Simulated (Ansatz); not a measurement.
Cost and result up the ladder for Cd₅NiSe₄Cl₄ (14 atoms). Total charge 0; triplet. Geometry: r2SCAN-D4/def2-SVP.

```
atom   x (Å)   y (Å)   z (Å)
 Se1  -2.886  -0.596  -1.051
 Se2   1.170  -2.331   1.322
 Se3  -0.112   1.997   0.965
 Se4   1.608   0.330  -2.839
 Ni5  -2.061   0.789   0.700
 Cd6   0.707   0.021   2.560
 Cd7  -1.204  -2.099   0.311
 Cd8  -0.823  -0.440  -2.544
 Cd9   1.728  -1.405  -0.961
Cd10   1.091   2.449  -1.287
Cl11  -2.150  -0.619   2.489
Cl12   1.524   0.366   4.729
Cl13  -0.179  -3.004  -2.180
Cl14   1.589   4.541  -2.214
```

Ansatz on 2 threads of AMD EPYC 7R13 on a shared host and a share (18 GiB) of an NVIDIA H100 80GB HBM3. Times are rough, and most runs start from the orbitals of an earlier one. PBE0-D4/def2-TZVP serves as the yardstick here, not as an exact answer. Differences are given only for rows in sets of like size (and for xTB, whose basis is part of the method), since another set adds its own error. Binding counts from free atoms at the same level (Se triplet, Ni triplet, Cd singlet, Cl doublet; other spins of the atoms weren't run), without zero-point energy or a counterpoise term.

In the def2 sets Cd takes a core potential; there is no spin–orbit coupling. Correlated methods freeze 61 core orbitals; core or outer-core shells of Se, Ni, Cd are correlated, in sets that lack core-valence functions. The rows differ in basis, and correlated rows in double-zeta sets carry the largest basis error. Single mean-field runs in def2-TZVP are fitted with def2-universal-jkfit.

Correlated methods converge slowly with the basis, most of all in double-zeta sets.

```
                            level  functions  wall time  binding energy per atom (eV)  difference from PBE0-D4/def2-TZVP (eV)
                  PBE-D4/def2-SVP        386       17 s                          2.39                                       –
r2SCAN-D4/def2-TZVP (with forces)        585       19 s                          2.33                                    0.08
             r2SCANh-D4/def2-TZVP        585       22 s                          2.31                                    0.05
                     MP2/def2-SVP        386       23 s                          2.20                                       –
                 PBE0-D4/def2-SVP        386       28 s                          2.34                                       –
  PBE0-D4/def2-TZVP (with forces)        585       30 s                          2.26                                    0.00
               PBE-QIDH/def2-TZVP        585       33 s                          2.25                                   -0.01
```
